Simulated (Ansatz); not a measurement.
Total energies of BH7O2Si2 (`OBO[SiH2][SiH3]`).

```xyz
12

O     2.3435    0.6987   -1.9625
B     1.3071    0.5453   -1.1072
O     0.9293   -0.6959   -0.6964
Si   -0.2748   -1.2074    0.3228
Si   -1.5341    0.5665    1.2004
H     2.7376   -0.1434   -2.2125
H     0.7421    1.5343   -0.7308
H    -1.1510   -2.1318   -0.4443
H     0.3637   -1.9789    1.4218
H    -0.6820    1.4890    1.9967
H    -2.2050    1.3356    0.1191
H    -2.5764   -0.0121    2.0930
```

Total charge 0; spin multiplicity 1. Geometry: relaxed with PBE0-D4/def2-TZVP. It is one conformer, not always the lowest. Basis def2-TZVPP, Ansatz.

RPA on PBE orbitals: Hartree–Fock energy of these orbitals -756.52691 Eh, correlation -1.40067 Eh (frozen core).

| functional | kind | energy without D4 (Eh) | D4 term (kJ/mol) |
| --- | --- | --- | --- |
| LDA (SPW92) | LDA | -754.99228 | – |
| revPBE | GGA | -758.53258 | -69.4 |
| B97M-V | meta-GGA with VV10 | -758.53929 | – |
| PBE0 | global hybrid, 25 % exact exchange | -758.27344 | -20.8 |
| HSE06 (plane-wave form) | screened hybrid | -758.25117 | -19.6 |
| BHLYP | global hybrid, 50 % | -758.64092 | -31.4 |
| CAM-B3LYP | range-separated hybrid | -758.67126 | -21.4 |
| LC-ωPBE | long-range corrected hybrid | -758.43050 | – |
| ωB97X-V | range-separated hybrid GGA with VV10 | -758.57377 | – |
| ωB97M-V | range-separated hybrid meta-GGA with VV10 | -758.60844 | – |

(1) Give the same for PBE, BLYP, r2SCAN, B3LYP, r2SCANh, r2SCAN0, B2PLYP, PBE-QIDH. (Estimate.)

B3LYP takes the VWN-RPA correlation (the form of Gaussian; ORCA's B3LYP/G). HSE06 is the plane-wave form, built on full-range PBE exchange. The double hybrids freeze the cores in their second-order part.

## Answers

(1) Ansatz gave: 
| functional | kind | energy without D4 (Eh) | D4 term (kJ/mol) |
| --- | --- | --- | --- |
| PBE | GGA | -758.20338 | -24.4 |
| BLYP | GGA | -758.66717 | -52.6 |
| r2SCAN | meta-GGA | -758.57450 | -6.1 |
| B3LYP | global hybrid, 20 % | -758.77624 | -39.3 |
| r2SCANh | meta-GGA hybrid, 10 % | -758.56229 | -6.6 |
| r2SCAN0 | meta-GGA hybrid, 25 % | -758.54523 | -7.3 |
| B2PLYP | double hybrid | -758.35507 | – |
| PBE-QIDH | double hybrid | -758.08264 | – |

LC-ωPBE has ω = 0.4 bohr⁻¹.
